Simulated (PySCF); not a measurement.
# Fractional electron number in Fe (iron, neutral)

The 4s beta orbital of [Ar] 3d6 4s2 is emptied in steps (occupation f), with all orbitals relaxed, ending at [Ar] 3d6 4s1. Computed with PySCF 2.14 in jorge-DZP-DKH (8s6p2d1f, 43 functions), with scalar relativity by spin-free X2C-1e. The exact energy is a straight line in f; departures are measured from the line between the end points of the same method.

| f | UHF (eV) | LDA (eV) |
| --- | --- | --- |
| 1 | 0.000 | 0.000 |
| 0.75 | 0.034 | -0.591 |
| 0.5 | 0.042 | -0.791 |
| 0.25 | 0.030 | -0.595 |
| 0 | 0.000 | 0.000 |

| method | E(f=0) − E(f=1) (eV) | −ε at f=1 (eV) | −ε at f=0.5 (eV) |
| --- | --- | --- | --- |
| UHF | 6.342 | 6.534 | 6.332 |
| LDA | 7.931 | 4.797 | 7.921 |

Orbital energy along the path (eV):

```json
{"f": "1", "UHF": "-6.534", "LDA": "-4.797"}
{"f": "0.75", "UHF": "-6.424", "LDA": "-6.344"}
{"f": "0.5", "UHF": "-6.332", "LDA": "-7.921"}
{"f": "0.25", "UHF": "-6.256", "LDA": "-9.514"}
{"f": "0", "UHF": "-6.192", "LDA": "-11.069"}
```

Reference removal energy between the ground levels: 7.902 eV (measured; NIST Atomic Spectra Database, ionization energies). The calculation has no spin-orbit coupling. UHF lacks correlation.
